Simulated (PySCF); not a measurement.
Electric field gradients and quadrupole coupling constants

Compound: VSF3 (singlet state).
Z-matrix (Å and degrees, PBE0-D3(BJ)/def2-SVP geometry), rows numbered from 1:
```
V 
S   1  1.9804
F   1  1.6952  2  108.82
F   1  1.6954  2  108.87  3  -119.95
F   1  1.6954  2  108.82  3   119.97
```

Field gradients from the PBE0/pcSseg-1 (pcSseg-2 on V) density (PySCF, non-relativistic), principal values in atomic units, ordered |Vxx| ≤ |Vyy| ≤ |Vzz|:

| atom | Vxx | Vyy | Vzz |
| --- | --- | --- | --- |
| S2 | 0.1027 | 0.1049 | -0.2076 |

Question: Find the asymmetry η = (Vxx − Vyy)/Vzz and the couplings χ = eQV/h (234.96 MHz × Q in barn × V in au), with Q(33S) = −0.0678 b.

Answer: 
```json
{"atom": "S2", "environment": "sulfur bonded to V", "nucleus": "33S", "η": "0.01", "χzz (MHz)": "3.307", "χxx (MHz)": "-1.637", "χyy (MHz)": "-1.670"}
```

The gradient is axial or nearly so (η below 0.05) at S2. 

Question: What is Vzz at S2 in SI units (1 au = 9.71736 × 10²¹ V/m²)?

Answer: -0.2076 au = -2.017 × 10²¹ V/m².

Question: And the gradient at the other heavy atoms, for which no coupling is worked out here?

Answer: 
| atom | environment | Vzz (au) | η |
| --- | --- | --- | --- |
| V1 | vanadium bonded to 3 F and S | -0.364 | 0.01 |
| F3 | fluorine bonded to V | 0.724 | 0.61 |
| F4 | fluorine bonded to V | 0.723 | 0.61 |
| F5 | fluorine bonded to V | 0.723 | 0.61 |

Isolated species at its PBE0-D3(BJ)/def2-SVP geometry, gas phase. A larger basis could move these couplings by a tenth or more.
